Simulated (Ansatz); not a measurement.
Calculated with Ansatz (gas phase, PBE0-D4/def2-TZVP geometries, no zero-point term in ΔE). CCSD(T)/CBS adds triple-zeta CCSD(T) − MP2 to the extrapolated MP2 energy (def2 sets, frozen cores). DFT in def2-TZVPP. For Ge outer-core shells are correlated without core-valence functions, which leaves a few kJ/mol of doubt a bond. Scalar relativity is left out up to krypton. One conformer a species, not always the lowest.

Consider the ligand exchange at the Al–C bond: `B[SiH2][CH2][AlH][CH3]` + `[SH][GeH3]` → `[CH3][AlH][S][GeH3]` + `B[SiH2]C`.

```
             level  ΔE (eV)
         r2SCAN-D4    -1.22
SCS-MP2/def2-QZVPP    -1.27
```

Task: What does CCSD(T)/CBS give? (An estimate is asked.)

Result: Computed: -1.24 eV. The listed levels differ from it by 0.02, -0.03 eV.

Largest T1 diagnostic among the species: 0.011.

The D4 term adds +0.05 eV with B3LYP and +0.03 eV with PBE0; it sums over pairs of atoms, weighted by their polarisabilities, and B3LYP, whose exchange is more repulsive, gets the larger term. From PBE to PBE0 (25 % exact exchange), in def2-TZVPP and without D4, ΔE moves by −0.03 eV.

B3LYP here is the variant with VWN-RPA as its local correlation; programs differ in this.
